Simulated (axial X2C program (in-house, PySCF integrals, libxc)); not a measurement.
Potential curves of CaSi⁻, 2c

Computed with an axial X2C code built on PySCF integrals. Two-component (2c) means X2C with spin–orbit coupling and atomic mean-field two-electron Coulomb and Gaunt terms. Basis: Ca dyall-acv3z [12s13p7d5f], Si dyall-av3z [9s8p3d2f] (cores contracted in-house); Gaussian nuclei, density fitting, unrestricted open shells. Masses: Ca 39.963 u, Si 27.977 u.

State: Ω = 3/2 (⟨Sz⟩ = 1.50, ⟨Lz⟩ = 0.00 at TPSS). Energies in cm⁻¹ from the fragments at the same level (Ca + Si-). Fits are polynomials in 1 − R0/R over 0.85 to 1.23 times the lowest point R0.

| R (Å) | TPSS | CCSD |
| --- | --- | --- |
| 2.4804 | -8189 |  |
| 2.5944 | -10145 | -6440 |
| 2.6799 | -11033 | -7694 |
| 2.7655 | -11547 | -8537 |
| 2.8510 | -11772 | -9057 |
| 2.9508 | -11764 | -9357 |
| 3.0506 | -11548 | -9413 |
| 3.1789 | -11072 | -9235 |
| 3.3357 | -10318 |  |
| 3.5637 | -9106 |  |

Correlated methods: 15 electrons correlated (number of frozen shells: Ca 2 s, 1 p; Si 2 s, 1 p), 285 virtual spin orbitals or spinors in MP2, 90 natural virtuals in coupled cluster.

The state is a single determinant with fixed occupations, the lowest that a limited PBE0 search found. De is counted from the lowest determinant-based energies of the atoms at the same level, without counterpoise correction. Density functionals use the spin component along the axis (collinear). CCSD ran in a truncated set of natural virtual spinors with an MP2 remainder; without triples it tends to underbind. Other states lie close and PBE0, whose exact exchange favours high spin, may order them wrongly; the determinant shown need not be the ground state. The nearest other 2c determinant of the search, Ω = 1/2, lies 0.22 eV up at the distance of the search. The functionals have no current-density term, which raises determinants with orbital currents, atoms included. With several unpaired electrons one determinant need not be a pure state. The highest occupied level of some functionals is positive through self-interaction error; at Hartree–Fock it is bound. This is the top spin component of a Σ state; components of lower Ω are not single determinants and can lie lower. Coupled cluster ran on the points near the minimum only. MP2 and coupled cluster on one determinant become unreliable at the stretched end.

Task: What are Re, ωe and De at the TPSS level?

Result: At TPSS, 2c: Re = 2.896 Å, ωe ≈ 227 cm⁻¹, De = 1.46 eV to Ca + Si-; Be follows as 0.122 cm⁻¹.

Task: What are Re, ωe and De at the CCSD level?

Result: At CCSD, 2c: Re = 3.027 Å, ωe ≈ 196 cm⁻¹, De = 1.17 eV to Ca + Si-; Be follows as 0.112 cm⁻¹.
